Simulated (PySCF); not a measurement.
Delta-SCF ions had no search for a lower state. Excitations are Tamm–Dancoff values on a coarser integration grid. The basis has no diffuse functions, so Rydberg states are missing or too high.

Cartesian coordinates (Å):
```xyz
20

C      3.1297    -0.2897     0.2999
C      1.9453    -1.2505     0.2988
Ga     0.1765    -0.4214     0.0532
C     -0.1887     1.5004    -0.2394
C     -1.6288     1.9818    -0.3726
O     -1.1220    -1.6574     0.1256
C     -2.5030    -1.5583     0.0119
H      3.0541     0.4577     1.1064
H      4.0899    -0.8138     0.4389
H      3.2062     0.2724    -0.6451
H      1.8982    -1.8253     1.2399
H      2.0521    -2.0109    -0.4942
H      0.3213     2.0247     0.5894
H      0.3960     1.7738    -1.1370
H     -1.6825     3.0717    -0.5328
H     -2.2219     1.7606     0.5285
H     -2.1450     1.5067    -1.2212
H     -2.8659    -2.1006    -0.8821
H     -2.8755    -0.5199    -0.0643
H     -2.9986    -2.0181     0.8878
```
Charge 0, multiplicity 1.

Estimate the T1 excitation (TDA), HOMO, HOMO–LUMO gap, LUMO, total energy, S1 excitation (TDA), vertical ionisation energy (Delta-SCF) and S1–T1 gap (TDA) that PySCF 2.14.0 with PBE-D3(BJ)/def2-TZVP // PBE0-D3(BJ)/def2-SVP returns for this input.


| Property | Value |
|---|---|
| T1 excitation (TDA) | 4.48 eV |
| HOMO | -5.67 eV |
| HOMO–LUMO gap | 4.61 eV |
| LUMO | -1.07 eV |
| total energy | -2197.9099 Ha |
| S1 excitation (TDA) | 4.69 eV |
| vertical ionisation energy (Delta-SCF) | 8.26 eV |
| S1–T1 gap (TDA) | 0.21 eV |
